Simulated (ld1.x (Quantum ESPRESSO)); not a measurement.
## rhenium: one change to a TM potential, before and after

ld1.x (Quantum ESPRESSO) 7.5 input, shortened:

```
&input
   title='Re', zed=75., rel=1, dft='WC', iswitch=3,
   config='[Xe] 4f14 5d5 6s2 6p0'
 /
 &inputp
   pseudotype=2, tm=.true., lloc=1,
   nlcc=.true., rcore=1.20
 /
3
6S  1  0   2.00   0.00  2.50  2.50  0.0
5D  3  2   5.00   0.00  1.70  1.70  0.0
6P  2  1   0.00   0.00  3.80  3.80  0.0
 &test
   configts(1)='5d5 6s2 6p0'
 /
```

Change: core correction a·sin(br)/r model core inside 1.96 bohr.

Cutoffs: the cutoffs (Ry, on a coarse ladder) from which the occupation-weighted sum of valence levels, in a spherical-Bessel basis at the reference potential, stays within 10 and 1 mRy of its value at 400 Ry; they do not see the model core or the augmentation charge, which bear on the density cutoff. Errors are all-electron minus pseudo energies relative to the spin-unpolarised reference configuration.

Problem. What does the change do?

Solution. The potential gets neither clearly harder nor softer (35 Ry and 40 Ry → 35 Ry and 40 Ry); of the 7 tests that both files solve, the error grows in 0 and shrinks in 3 by more than 15 % and 0.3 meV (median size 70.0 → 57.2 meV); neither file shows a bound ghost. A wider model core is smoother and lowers the density cutoff, which this test does not measure.

```tsv
quantity	base	changed
cutoff, loose	35 Ry	35 Ry
cutoff, tight	40 Ry	40 Ry
bound ghosts	none	none
error for 5d5 6s1 6p0, meV [ΔE 9.31 eV]	-13	-12
error for 5d5 6s0 6p0, meV [ΔE 25.66 eV]	-77	-73
error for 5d4 6s0 6p0, meV [ΔE 52.82 eV]	-309	-313
error for 5d5 6s0 6p1, meV [ΔE 15.22 eV]	-20	-19
error for 5d6 6s0 6p0, meV [ΔE 9.45 eV]	-144	-114
error for 5d5.5 6s1.5 6p0, meV [ΔE 0.39 eV]	-23	-19
error for 5d4 6s2 6p0, meV [ΔE 10.00 eV]	-70	-57
s: phases at 4.11 bohr within 0.05 rad from the reference energy up to (Ry; the scan ends near 5)	0.6	0.6
p: phases at 4.11 bohr within 0.05 rad from the reference energy up to (Ry; the scan ends near 5)	1.2	1.2
d: phases at 4.11 bohr within 0.05 rad from the reference energy up to (Ry; the scan ends near 5)	0.3	0.3
```
